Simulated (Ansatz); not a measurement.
Two isomers of C3H8BN: A = `NCC1BC1`, B = `C/C=C\BN`.

Gas-phase electronic energies from Ansatz, PBE0-D4/def2-TZVP geometries. CCSD(T)/CBS is the MP2 limit (def2-TZVPP, def2-QZVPP) plus CCSD(T) − MP2 in def2-TZVPP, frozen cores. DFT in def2-TZVPP. Each species was taken in one conformer, which may not be the lowest.

(1) Which is lower in electronic energy at CCSD(T)/CBS, and by how much? (Best estimate.)

(2) Give E(B) − E(A) in kJ/mol with PBE0-D4, CCSD/def2-TZVPP, MP2/def2-TZVPP, r2SCAN-D4, PBE-D4, HF/def2-TZVPP, B2PLYP. (An estimate is asked.)

Largest T1 diagnostic: 0.012.

Answers

(1) Ansatz gave: B, by 272.1 kJ/mol.

(2) Ansatz gave: PBE0-D4 -257.2, CCSD/def2-TZVPP -271.9, MP2/def2-TZVPP -268.8, r2SCAN-D4 -265.9, PBE-D4 -262.1, HF/def2-TZVPP -283.4, B2PLYP -279.6. None reverses the order clearly.

From PBE to PBE0 (25 % exact exchange), in def2-TZVPP and without D4, E(B) − E(A) moves by +5.1 kJ/mol. In def2-TZVPP, CCSD(T) changes the Hartree–Fock value by +9.1 kJ/mol (the triples alone add −2.4 kJ/mol) and MP2 by +14.6 kJ/mol.
